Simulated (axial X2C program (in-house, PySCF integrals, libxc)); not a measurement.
# Working with the constants of CuN⁺

A bond curve at the PBE0 level, two-component, was computed with an in-house all-electron X2C program for linear molecules (integrals from PySCF) (basis Cu dyall-cv3z [9s9p6d3f2g], N dyall-av3z [7s7p3d2f] (cores contracted in-house)) for the state Ω = 3/2 (⟨Sz⟩ = 1.50, ⟨Lz⟩ = 0.00 at PBE0). Its fit gives Re = 1.8176 Å, ωe = 480.1 cm⁻¹, ωexe = 8.27 cm⁻¹ and αe = 7.908e-03 cm⁻¹; the masses are 62.9296 and 14.0031 u. Two-component means X2C with spin–orbit coupling and atomic mean-field Coulomb and Gaunt terms.

Q: Find the reduced mass, Be and the force constant.

A: From the PBE0 values: μ = 11.4543 u. Be = 16.8576/(μ Re²) = 0.4455 cm⁻¹. k = 5.8918×10⁻⁷ μ ωe² = 1.56 mdyn/Å.

Q: Estimate the centrifugal constant by the Kratzer relation.

A: D = 4Be³/ωe² = 1.53e-06 cm⁻¹.

Q: Where do the fundamental and the first overtone lie?

A: ν(1←0) = ωe − 2ωexe = 463.6 cm⁻¹; ν(2←0) = 2ωe − 6ωexe = 910.6 cm⁻¹.

Q: Estimate De from a Morse curve and compare with the computed well depth of 1.006 eV to Cu+ + N.

A: De(Morse) = ωe²/(4ωexe) = 0.864 eV against 1.006 eV computed, a ratio of 0.86. For De the Morse form works well here.

Q: A Morse curve ties αe to the other constants (Pekeris). How well does that hold?

A: αe(Morse) = 6Be²/ωe × (√(ωexe/Be) − 1) = 8.206e-03 cm⁻¹; the PBE0 curve gives 7.908e-03 cm⁻¹, a ratio of 1.04.

The state is a single determinant with fixed occupations, the lowest that a limited PBE0 search found. De is counted from the lowest determinant-based energies of the atoms at the same level, without counterpoise correction. Density functionals use the spin component along the axis (collinear). With several unpaired electrons one determinant need not be a pure state. This is the top spin component of a Σ state; components of lower Ω are not single determinants and can lie lower. The levels of this run spread widely (ωe from 327 to 582 cm⁻¹), so these constants depend on the method.
